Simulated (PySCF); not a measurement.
Computed IR spectrum (relative IR intensity) of a molecule C2H6F2Si. Coordinates come from a PBE-D3(BJ)/def2-SVP optimisation. The values are those of a single conformer. Method: PBE-D3(BJ)/def2-SVP (PySCF). Frequencies are harmonic and unscaled.

```
ν (cm⁻¹)  relative intensity
--------  ------------------
127                      2.6
349                      8.7
483                      5.3
521                      3.7
607                       11
642                       17
763                       16
854                       12
872                      100
912                       44
1027                      90
1077                      49
1215                     9.5
1272                      23
1311                     2.6
1379                     2.7
1387                     3.0
2165                      50
2172                      72
2946                      29
```

**Question.** Pick the molecule that these values belong to.
A) C[Si](C)(F)F
B) CC(F)(F)[SiH3]
C) FC(F)C[SiH3]
D) C[SiH2]C(F)F

**Answer.** D, C[SiH2]C(F)F
